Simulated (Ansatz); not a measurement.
`C[S][SnH]([F])[F]` + H₂O → `[OH][SnH]([F])[F]` + CH₃SH at 700 K and 1 bar (formal hydrolysis of the Sn–S bond).

Gas-phase electronic energies from Ansatz, PBE0-D4/def2-TZVP geometries. CCSD(T)/CBS is the MP2 limit (def2-TZVPP, def2-QZVPP) plus CCSD(T) − MP2 in def2-TZVPP, frozen cores. This one scheme is used for every species. Elements past krypton have def2 core potentials. For Sn outer-core shells are correlated without core-valence functions, which leaves a few kJ/mol of doubt a bond. Each species was taken in one conformer, which may not be the lowest.

| species | CCSD(T)/CBS energy (Eh) | H − E (kJ/mol) | S (J/(mol·K)) |
| --- | --- | --- | --- |
| `C[S][SnH]([F])[F]` | -851.93361 | 210.3 | 503.6 |
| H₂O | -76.37941 | 80.5 | 218.4 |
| `[OH][SnH]([F])[F]` | -490.06891 | 122.7 | 419.8 |
| CH₃SH | -438.22835 | 160.2 | 309.0 |

H − E and S are ideal-gas, rigid-rotor, harmonic terms from PBE0-D4/def2-TZVP, for one conformer and one mirror image of each species. 1 Eh = 2625.50 kJ/mol, R = 8.31446 J/(mol·K).

Question: By hand: ΔE, ΔH, ΔS and ΔG.

Answer: ΔE = (-490.06891) + (-438.22835) − (-851.93361) − (-76.37941) = 0.01576 Eh = 41.4 kJ/mol. Δ(H − E) = 122.7 + 160.2 − 210.3 − 80.5 = -7.9, so ΔH = 33.5 kJ/mol. ΔS = 419.8 + 309.0 − 503.6 − 218.4 = 6.8 J/(mol·K). ΔG = 33.5 − 700 × (6.8)/1000 = 28.7 kJ/mol.

Question: By hand: the equilibrium constant, and the temperature at which ΔG would vanish if ΔH and ΔS stayed fixed.

Answer: log₁₀ K = −ΔG/(RT ln 10) = -2.1. ΔG = 0 at ΔH/ΔS = 4926 K, far beyond where these terms or the molecules hold.

The number of gas molecules stays the same, so ΔS is small and ΔH decides. A doubt of 5 kJ/mol in ΔE shifts log₁₀ K by 0.4 here. Other conformers and mirror images would add mixing entropy, several J/(mol·K) or more a flexible species. Modes under 60 cm⁻¹, often nearly free rotors, make the harmonic entropy too high. These are equilibria of isolated gas molecules and say nothing of rates. Largest T1 diagnostic: 0.015 (customary marks: 0.02 for closed shells, 0.045 for open ones).
